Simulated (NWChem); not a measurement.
A series in which one site is exchanged, each optimised at PBE0/def2-SVP with NWChem, gas phase unless a solvent is named. For some, no frequency run checked for a minimum. def2 effective core potentials on Te, I; no spin-orbit coupling.

A: [Br][Mg][I] (MgIBr; site = Mg)
B: [Br][Zn][I] (ZnIBr; site = Zn)
C: Br[Se]I (SeIBr; site = Se)
D: I[Te]Br (TeIBr; site = Te)

```tsv
quantity	A	B	C	D
dipole (D), PBE0/def2-SVP	0.33	0.39	0.59	(withheld)
orbital gap (eV), PBE0/def2-SVP	5.91	6.15	3.46	(withheld)
vertical ionisation energy, ΔSCF, CAM-B3LYP/def2-SVP (eV)	10.12	10.18	8.92	(withheld)
static polarisability, CAM-B3LYP/def2-SVPD (bohr³)	81.6	81.4	88.4	(withheld)
lowest singlet excitation, CAM-B3LYP/def2-SVPD, TDA (eV)	4.84	4.95	2.14	(withheld)
```

### Question
Fill in the missing entries.

### Answer

- dipole (D), PBE0/def2-SVP, D: 1.38
- orbital gap (eV), PBE0/def2-SVP, D: 3.21
- vertical ionisation energy, ΔSCF, CAM-B3LYP/def2-SVP (eV), D: 8.54
- static polarisability, CAM-B3LYP/def2-SVPD (bohr³), D: 101.5
- lowest singlet excitation, CAM-B3LYP/def2-SVPD, TDA (eV), D: 1.99
